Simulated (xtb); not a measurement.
SnCl, SMILES [Cl][Sn+] (connectivity only; charge and spin as stated), charge +1, multiplicity 1. All values are semi-empirical tight-binding results from xtb (GFN2-xTB unless named), good for trends rather than for accurate numbers. Geometry optimised at GFN2-xTB. The multiplicity is an assumed one; other spin states were not compared.

For metal compounds this method's bond lengths and energies can be far off.

Computed properties:
The point group as xtb finds it comes out as C∞v and the orbital gap is 4.64 eV.
